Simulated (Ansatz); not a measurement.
Reaction (substitution at a C–Si bond): `C[Si](C)(N)N` + `C1CNC1` → `CN1CCC1` + `C[SiH](N)N`

Computed with Ansatz on PBE0-D4/def2-TZVP structures; ΔE is electronic, products minus reactants. CBS: MP2 limit from def2 TZ/QZ plus the TZ coupled-cluster correction, frozen cores. Functionals use def2-TZVPP. B3LYP here is the variant with VWN-RPA as its local correlation; programs differ in this. One conformer a species, not always the lowest.

Task: Is it downhill or uphill in electronic energy at CCSD(T)/CBS, and by how much? (An estimate is asked.)

Result: Ansatz gave: Uphill: ΔE = +57.0 kJ/mol.

Task: What do these levels give: r2SCAN-D4, PBE0-D4, ωB97M-V, B2PLYP, r2SCAN, B3LYP, MP2/def2-TZVPP, SCS-MP2/def2-TZVPP, CCSD(T)/def2-TZVPP, HF/def2-QZVPP, SCS-MP2/def2-QZVPP, MP2/CBS(def2)? (Estimate.)

Result: The calculation gave: r2SCAN-D4 57.1, PBE0-D4 55.8, ωB97M-V 58.1, B2PLYP 53.3, r2SCAN 56.8, B3LYP 52.1, MP2/def2-TZVPP 55.5, SCS-MP2/def2-TZVPP 52.4, CCSD(T)/def2-TZVPP 54.7, HF/def2-QZVPP 49.4, SCS-MP2/def2-QZVPP 53.7, MP2/CBS(def2) 57.8 kJ/mol.

Largest T1 diagnostic among the species: 0.009.

In def2-TZVPP, CCSD(T) changes the Hartree–Fock value by +5.0 kJ/mol (the triples alone add −0.2 kJ/mol) and MP2 by +5.8 kJ/mol.
